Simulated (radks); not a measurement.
The nuclear charge of neutral helium is varied continuously with 2 electrons held in [He]. Calculated with a radial shooting solver on a logarithmic mesh with Libxc functionals: scalar-relativistic Kohn-Sham, r2SCAN, spin-polarised, spherical densities, finite nucleus; meta-GGA in the generalised Kohn-Sham scheme; Gaussian nuclear charge, rms radius 1.6755 fm. By the Hellmann-Feynman theorem dE/dZ = E(electron-nucleus)/Z, the electronic potential at the nucleus (averaged over a nucleus of fixed radius). The scalar-relativistic energy here is not variational (the density holds large components alone), so the two differ by a part that grows with Z.

| Z | E (hartree) | E(electron-nucleus)/Z (hartree) | HOMO | e(HOMO) (eV) | <r> HOMO (bohr) |
|---|---|---|---|---|---|
| 1.75 | -2.12315 | -2.87798 | 1s | -9.450 | 1.111 |
| 2 | -2.90510 | -3.37760 | 1s | -16.537 | 0.9358 |
| 2.25 | -3.81197 | -3.87736 | 1s | -25.330 | 0.8087 |
| 2.5 | -4.84380 | -4.37725 | 1s | -35.826 | 0.7122 |
| 2.75 | -6.00061 | -4.87724 | 1s | -48.024 | 0.6363 |
| 3 | -7.28244 | -5.37733 | 1s | -61.925 | 0.5751 |

The central difference of E at Z = 2 is -3.378 hartree, to compare with the third column; the second derivative is -2 hartree.
